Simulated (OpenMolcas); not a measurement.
## Tm2+: moving the ligands

Tm2+ with 8 ligands (oxide) in square antiprismatic coordination (D4d) at 2.54 Å, a polar angle of 53.9° against the regular 57.3°. A charge of +1.75 e stands 2.8 Å behind each ligand. Ligand basis ANO-RCC-VDZP.
```
Tm    0.0000    0.0000    0.0000
O     1.8952    0.7850    1.4979
O    -0.7850    1.8952    1.4979
O    -1.8952   -0.7850    1.4979
O     0.7850   -1.8952    1.4979
O     1.8952   -0.7850   -1.4979
O     0.7850    1.8952   -1.4979
O    -1.8952    0.7850   -1.4979
O    -0.7850   -1.8952   -1.4979
```

```json
{
 "Program": "OpenMolcas",
 "Method": "SS-CASPT2, IPEA 0.25 Eh, imaginary shift 0.1 Eh (closed shells correlated: 5s 5p and the ligand valence shells)",
 "Basis": "ANO-RCC-VDZP [7s6p4d2f1g]",
 "Scalar Hamiltonian": "DKH2, point nucleus",
 "Active space": "13 electrons in 7 orbitals (4f)",
 "State averaging": "2S+1 = 2 odd, 7 roots",
 "Spin-orbit coupling": "RASSI with atomic mean-field integrals over the reference wave functions"
}
```

Runs around this geometry, states. Energies in cm-1 above the lowest state or level, χT in cm3 K/mol.

```
R (Å)  Ground state  First state of that spin  First gap with spin-orbit (degeneracies)  Width of lowest J  χT at 300 K
  2.5      2S+1 = 2                       170                                130 (2, 2)                277        2.518
 2.54      2S+1 = 2                       150                                 89 (2, 2)                205        2.536
 2.71      2S+1 = 2                        49                                 19 (2, 2)                114        2.562
```

Taking the width of the lowest J multiplet as R^-n, n = -ln(114 / 277) / ln(2.71 / 2.5) = 11.0 between the shortest and longest distance.

Over all roots computed the reference weight is 0.54 in R = 2.5, 0.55 in R = 2.54, 0.55 in R = 2.71; a low but even weight reflects the number of correlated electrons. The oxide ions are held by bare point charges, a crude embedding. Splittings of an f shell from a small cluster at a set distance can be off by tens of per cent, mostly too small. No measured value stands beside these numbers; the geometry is a model, was not optimised and need not be the one that this ion takes.

A state without a sure symmetry label is named by its multiplicity alone.
